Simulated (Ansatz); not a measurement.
Ansatz (a program for electronic structure) input for CH6O2Si2, SMILES O=C([SiH3])[SiH2]O, B3LYP-D3(BJ)/def2-SVP. 

Ansatz 0.2 input:
```yaml
crystal:
  periodic: [false, false, false]
  atoms:
    - {symbol: O, position_ang: [-1.58491784, 0.15516857, -0.00000000]}
    - {symbol: C, position_ang: [-0.38003202, 0.36144433, 0.00000000]}
    - {symbol: Si, position_ang: [0.27113555, 2.17195229, 0.00000000]}
    - {symbol: Si, position_ang: [0.73618154, -1.21680934, -0.00000000]}
    - {symbol: O, position_ang: [-0.28710497, -2.46953101, 0.00000000]}
    - {symbol: H, position_ang: [1.09084279, 2.31614622, 1.20228714]}
    - {symbol: H, position_ang: [-0.86545116, 3.08464211, -0.00000001]}
    - {symbol: H, position_ang: [1.09084280, 2.31614622, -1.20228714]}
    - {symbol: H, position_ang: [1.53236022, -1.22977198, 1.22087620]}
    - {symbol: H, position_ang: [1.53236023, -1.22977199, -1.22087621]}
    - {symbol: H, position_ang: [-1.22701961, -2.28315837, 0.00000000]}
basis:
  gaussian:
    orbitals: def2-SVP
hamiltonian:
  xc: b3lyp
  dispersion: d3bj
relax: {f_tol: 0.002, max_steps: 200}
```

Log of the run:

```
Functional definition: B3LYP
integrals: 0.06 GiB planned
1120 factors; integrals over basis functions are off by at most 4.5e-4 eV
mean field: 0.46 GiB planned
mean field evaluation 1: about -20969.4552 eV, gradient 6.0e1 eV
mean field evaluation 2: about -20952.6167 eV, gradient 1.1e2 eV
mean field evaluation 4: about -20975.9115 eV, gradient 8.9e0 eV
mean field evaluation 8: about -20976.0613 eV, gradient 5.7e-1 eV
mean field evaluation 16: about -20976.0622 eV, gradient 2.7e-5 eV
mean field -20976.06220657 eV, -770.8560680058 hartree, gradient 2.7e-5 eV, S^2 0.000000; 0 other end points of the search recorded, 0 dependent functions left out
the calculation of the forces begins
reference -20976.06248140 eV, -770.8560781058 hartree; 28, 28 occupied and 80, 80 virtual orbitals, 1120 factors
relax step   1: F+E_penalty+E_count = -20976.51326293 eV  Δ(F+E_penalty+E_count) = +0.000e0 eV  max|allowed force component| = 1.348e0 eV/Å  Δτ_max = 0.0000 Å  (29 SCF iters, accepted)
these checks for a lower state are left out or cut short: starts, cluster_reference, orbital_swaps, neighbouring_geometries, increment
integrals: 0.06 GiB planned
1120 factors; integrals over basis functions are off by at most 4.8e-4 eV
mean field: 0.46 GiB planned
mean field -20976.16924130 eV, -770.8600014595 hartree, gradient 3.8e-5 eV, S^2 0.000000; 0 other end points of the search recorded, 0 dependent functions left out
the calculation of the forces begins
reference -20976.16951687 eV, -770.8600115867 hartree; 28, 28 occupied and 80, 80 virtual orbitals, 1120 factors
relax step   2: F+E_penalty+E_count = -20976.61580790 eV  Δ(F+E_penalty+E_count) = -1.025e-1 eV  max|allowed force component| = 7.750e-1 eV/Å  Δτ_max = 0.0579 Å  (28 SCF iters, accepted)
these checks for a lower state are left out or cut short: starts, cluster_reference, orbital_swaps, neighbouring_geometries, increment
integrals: 0.06 GiB planned
1120 factors; integrals over basis functions are off by at most 5.0e-4 eV
mean field: 0.46 GiB planned
mean field -20976.18848530 eV, -770.8607086634 hartree, gradient 4.2e-5 eV, S^2 0.000000; 0 other end points of the search recorded, 0 dependent functions left out
the calculation of the forces begins
reference -20976.18876108 eV, -770.8607187983 hartree; 28, 28 occupied and 80, 80 virtual orbitals, 1120 factors
relax step   3: F+E_penalty+E_count = -20976.63419667 eV  Δ(F+E_penalty+E_count) = -1.839e-2 eV  max|allowed force component| = 3.971e-1 eV/Å  Δτ_max = 0.0533 Å  (27 SCF iters, accepted)
these checks for a lower state are left out or cut short: starts, cluster_reference, orbital_swaps, neighbouring_geometries, increment
integrals: 0.06 GiB planned
1120 factors; integrals over basis functions are off by at most 5.0e-4 eV
mean field: 0.46 GiB planned
mean field evaluation 32: about -20976.1905 eV, gradient 1.1e-2 eV
mean field -20976.19756607 eV, -770.8610423756 hartree, gradient 4.2e-5 eV, S^2 0.000000; 0 other end points of the search recorded, 0 dependent functions left out
the calculation of the forces begins
reference -20976.19784184 eV, -770.8610525102 hartree; 28, 28 occupied and 80, 80 virtual orbitals, 1120 factors
relax step   4: F+E_penalty+E_count = -20976.64299745 eV  Δ(F+E_penalty+E_count) = -8.801e-3 eV  max|allowed force component| = 1.466e-1 eV/Å  Δτ_max = 0.0460 Å  (27 SCF iters, accepted)
these checks for a lower state are left out or cut short: starts, cluster_reference, orbital_swaps, neighbouring_geometries, increment
integrals: 0.06 GiB planned
1120 factors; integrals over basis functions are off by at most 5.0e-4 eV
mean field: 0.46 GiB planned
mean field -20976.20312002 eV, -770.8612464795 hartree, gradient 3.7e-5 eV, S^2 0.000000; 0 other end points of the search recorded, 0 dependent functions left out
the calculation of the forces begins
reference -20976.20339564 eV, -770.8612566085 hartree; 28, 28 occupied and 80, 80 virtual orbitals, 1120 factors
relax step   5: F+E_penalty+E_count = -20976.64942808 eV  Δ(F+E_penalty+E_count) = -6.431e-3 eV  max|allowed force component| = 1.727e-1 eV/Å  Δτ_max = 0.0791 Å  (28 SCF iters, accepted)
these checks for a lower state are left out or cut short: starts, cluster_reference, orbital_swaps, neighbouring_geometries, increment
integrals: 0.06 GiB planned
1120 factors; integrals over basis functions are off by at most 4.9e-4 eV
mean field: 0.46 GiB planned
mean field -20976.20293605 eV, -770.8612397187 hartree, gradient 3.3e-5 eV, S^2 0.000000; 0 other end points of the search recorded, 0 dependent functions left out
the calculation of the forces begins
reference -20976.20321145 eV, -770.8612498395 hartree; 28, 28 occupied and 80, 80 virtual orbitals, 1120 factors
relax step   6: F+E_penalty+E_count = -20976.64987717 eV  Δ(F+E_penalty+E_count) = -4.491e-4 eV  max|allowed force component| = 1.965e-1 eV/Å  Δτ_max = 0.0159 Å  (29 SCF iters, accepted)
these checks for a lower state are left out or cut short: starts, cluster_reference, orbital_swaps, neighbouring_geometries, increment
integrals: 0.06 GiB planned
1120 factors; integrals over basis functions are off by at most 4.9e-4 eV
mean field: 0.46 GiB planned
mean field -20976.20353995 eV, -770.8612619119 hartree, gradient 1.8e-5 eV, S^2 0.000000; 0 other end points of the search recorded, 0 dependent functions left out
the calculation of the forces begins
reference -20976.20381548 eV, -770.8612720371 hartree; 28, 28 occupied and 80, 80 virtual orbitals, 1120 factors
relax step   7: F+E_penalty+E_count = -20976.65056554 eV  Δ(F+E_penalty+E_count) = -6.884e-4 eV  max|allowed force component| = 3.432e-2 eV/Å  Δτ_max = 0.0032 Å  (26 SCF iters, accepted)
these checks for a lower state are left out or cut short: starts, cluster_reference, orbital_swaps, neighbouring_geometries, increment
integrals: 0.06 GiB planned
1120 factors; integrals over basis functions are off by at most 4.9e-4 eV
mean field: 0.46 GiB planned
mean field -20976.20378504 eV, -770.8612709185 hartree, gradient 5.5e-5 eV, S^2 0.000000; 0 other end points of the search recorded, 0 dependent functions left out
the calculation of the forces begins
reference -20976.20406058 eV, -770.8612810447 hartree; 28, 28 occupied and 80, 80 virtual orbitals, 1120 factors
relax step   8: F+E_penalty+E_count = -20976.65059077 eV  Δ(F+E_penalty+E_count) = -2.523e-5 eV  max|allowed force component| = 7.259e-3 eV/Å  Δτ_max = 0.0021 Å  (22 SCF iters, accepted)
these checks for a lower state are left out or cut short: starts, cluster_reference, orbital_swaps, neighbouring_geometries, increment
integrals: 0.06 GiB planned
1120 factors; integrals over basis functions are off by at most 4.9e-4 eV
mean field: 0.46 GiB planned
mean field evaluation 64: about -20976.2038 eV, gradient 2.3e-5 eV
mean field -20976.20375533 eV, -770.8612698269 hartree, gradient 2.3e-5 eV, S^2 0.000000; 0 other end points of the search recorded, 0 dependent functions left out
the calculation of the forces begins
reference -20976.20403089 eV, -770.8612799534 hartree; 28, 28 occupied and 80, 80 virtual orbitals, 1120 factors
relax step   9: F+E_penalty+E_count = -20976.65059347 eV  Δ(F+E_penalty+E_count) = -2.702e-6 eV  max|allowed force component| = 3.415e-3 eV/Å  Δτ_max = 0.0014 Å  (21 SCF iters, accepted)
these checks for a lower state are left out or cut short: starts, cluster_reference, orbital_swaps, neighbouring_geometries, increment
integrals: 0.06 GiB planned
1120 factors; integrals over basis functions are off by at most 4.9e-4 eV
mean field: 0.46 GiB planned
mean field -20976.20377611 eV, -770.8612705905 hartree, gradient 8.4e-6 eV, S^2 0.000000; 0 other end points of the search recorded, 0 dependent functions left out
the calculation of the forces begins
reference -20976.20405167 eV, -770.8612807172 hartree; 28, 28 occupied and 80, 80 virtual orbitals, 1120 factors
relax step  10: F+E_penalty+E_count = -20976.65059394 eV  Δ(F+E_penalty+E_count) = -4.628e-7 eV  max|allowed force component| = 1.061e-3 eV/Å  Δτ_max = 0.0004 Å  (21 SCF iters, accepted)
integrals: 0.06 GiB planned
1120 factors; integrals over basis functions are off by at most 4.9e-4 eV
mean field: 0.46 GiB planned
mean field -20976.20377611 eV, -770.8612705905 hartree, gradient 8.4e-6 eV, S^2 0.000000; 1 other end points of the search recorded, 0 dependent functions left out
the calculation of the forces begins
reference -20976.20405167 eV, -770.8612807172 hartree; 28, 28 occupied and 80, 80 virtual orbitals, 1120 factors
Total energy: -20976.65086950 eV, -770.8777009695 hartree
Atom 0 at    -1.576211     0.062530     0.000000 Å, force    -0.000681    -0.000029     0.000000 eV/Å
Atom 1 at    -0.378750     0.321496    -0.000000 Å, force     0.000289    -0.000107    -0.000000 eV/Å
Atom 2 at     0.237801     2.163282    -0.000000 Å, force     0.000254     0.000198    -0.000000 eV/Å
Atom 3 at     0.757729    -1.266911     0.000000 Å, force     0.000934    -0.001061    -0.000000 eV/Å
Atom 4 at    -0.373213    -2.482213    -0.000000 Å, force    -0.000516     0.000518    -0.000000 eV/Å
Atom 5 at     1.087869     2.359680     1.210997 Å, force    -0.000127    -0.000113    -0.000102 eV/Å
Atom 6 at    -0.916516     3.100790    -0.000000 Å, force     0.000064     0.000045    -0.000000 eV/Å
Atom 7 at     1.087869     2.359680    -1.210997 Å, force    -0.000127    -0.000113     0.000102 eV/Å
Atom 8 at     1.622639    -1.279231     1.213013 Å, force    -0.000024     0.000422    -0.000024 eV/Å
Atom 9 at     1.622639    -1.279231    -1.213013 Å, force    -0.000024     0.000422     0.000024 eV/Å
Atom 10 at    -1.262659    -2.083417     0.000000 Å, force    -0.000041    -0.000182     0.000000 eV/Å
Dipole moment:     0.216910     0.360385    -0.000000 e Å
```

The calculation finished and met its thresholds.
